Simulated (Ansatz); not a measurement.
Consider the isomerisation: `C1[SiH2][AlH][SiH2][SiH2]1` → `[SiH3]C[SiH]1[AlH][SiH2]1`.

Computed with Ansatz on PBE0-D4/def2-TZVP structures; ΔE is electronic, products minus reactants. CCSD(T)/CBS is the MP2 limit (def2-TZVPP, def2-QZVPP) plus CCSD(T) − MP2 in def2-TZVPP, frozen cores. Functionals use def2-TZVPP. B3LYP here is the variant with VWN-RPA as its local correlation; programs differ in this. Each species was taken in one conformer, which may not be the lowest.

| level | ΔE (kJ/mol) | difference from CCSD(T)/CBS |
| --- | --- | --- |
| PBE-D4 | 113.9 | -8.7 |
| PBE0-D4 | 121.8 | -0.8 |
| ωB97X-V | 129.2 | 6.6 |
| ωB97M-V | 120.5 | -2.1 |
| B2PLYP | 117.6 | -5.0 |
| r2SCAN | 113.9 | -8.7 |
| PBE0 | 117.9 | -4.7 |
| B3LYP | 115.7 | -6.9 |
| HF/def2-TZVPP | 133.0 | 10.4 |
| MP2/def2-TZVPP | 118.5 | -4.1 |
| SCS-MP2/def2-TZVPP | 121.2 | -1.4 |
| HF/def2-QZVPP | 133.4 | 10.8 |
| MP2/def2-QZVPP | 119.3 | -3.3 |
| HF/CBS(def2) | 133.5 | 10.9 |
| MP2/CBS(def2) | 119.5 | -3.1 |
| CCSD/CBS(def2) | 126.3 | 3.7 |
| CCSD(T)/CBS | 122.6 | 0 |

Largest T1 diagnostic among the species: 0.014.

From PBE to PBE0 (25 % exact exchange), in def2-TZVPP and without D4, ΔE moves by +8.6 kJ/mol. The D4 term adds +7.9 kJ/mol with B3LYP and +3.9 kJ/mol with PBE0; it sums over pairs of atoms, weighted by their polarisabilities, and B3LYP, whose exchange is more repulsive, gets the larger term. In def2-TZVPP, CCSD(T) changes the Hartree–Fock value by −11.4 kJ/mol (the triples alone add −3.7 kJ/mol) and MP2 by −14.4 kJ/mol.
